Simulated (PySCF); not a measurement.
CH2F, charge +1, multiplicity 1. Atoms are numbered in the order given.

```xyz
4

C      0.0000     0.0000    -0.5933
F      0.0000     0.0000     0.6383
H      0.0000     0.9757    -1.0924
H      0.0000    -0.9757    -1.0924
```
Charge +1, spin multiplicity 1.

Coordinates come from a B3LYP-D3(BJ)/def2-TZVPD optimisation. The spin state was assumed, not searched. The isomer is the one that the SMILES or the coordinates give; other isomers of the formula were not compared.

Vertical ionisation energy (IE) and electron affinity (EA) in eV. Rows of orbital energies are one-electron estimates. Where ΔSCF, EOM or ADC give a negative EA the extra electron is unbound and the value depends on the basis.

```
level                                                IE     EA
------------------------------------------------  -----  -----
−ε(HOMO), −ε(LUMO), CAM-B3LYP/def2-TZVPD (PySCF)      ?      ?
−ε(HOMO), −ε(LUMO), PBE0/def2-TZVPD (PySCF)       19.91  11.88
EOM-CCSD/aug-cc-pVDZ (PySCF)                      23.43   8.47
ADC(2)/aug-cc-pVDZ (PySCF)                        22.43   8.64
```

Q: What belongs in the gaps? (The exact figures need the calculation; the answer reports its results.)

A: 
- −ε(HOMO), −ε(LUMO), CAM-B3LYP/def2-TZVPD (PySCF), IE: 21.45
- −ε(HOMO), −ε(LUMO), CAM-B3LYP/def2-TZVPD (PySCF), EA: 10.57

Q: Give the lowest 1s main lines (those of the lightest heavy element) from CVS-ADC(2)-x/aug-cc-pVDZ (PySCF, non-relativistic), with pole strengths. (An estimate is asked for; the answer gives what the named calculation found.)

A: 308.7 eV (1.55).

Q: Beyond the first one, list the lowest photoelectron lines from ADC(2)/aug-cc-pVDZ (PySCF) with their pole strengths (two spins summed). (The exact figures need the calculation; the answer reports its results.)

A: 25.94 eV (1.78), 27.73 eV (1.81), 27.99 eV (1.81), 32.80 eV (1.81).
